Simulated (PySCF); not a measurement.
**Electron correlation in Ge²⁺ (germanium, charge +2)**

[Ar] 3d10 4s2, closed-shell 1S. All numbers are calculated (PySCF 2.14, scalar relativity through the core potential, in cc-pVDZ-PP with ECP10MDF (4s3p2d, 23 functions)). Frozen: 3s2 3p6 3d10; 2 electrons correlated.

Total MP2 correlation energy: -25.20 mhartree.

Same-spin part 0.00 and opposite-spin part -25.20 mhartree; SCS-MP2 scales them by 1/3 and 6/5 to -30.24 mhartree.

With two correlated electrons CCSD is exact within the correlated space (frozen core and kept virtual orbitals).

| level | correlation energy (mhartree) |
| --- | --- |
| CCSD | -37.57 |

Diagnostics: T1 = 0.0027, D1 = 0.0038, largest double amplitude 0.102.

Q: Is a single reference adequate?

A: Mostly. T1 lies below 0.03, but a double amplitude of this size points to a near-degeneracy that CCSD handles and MP2 describes poorly.
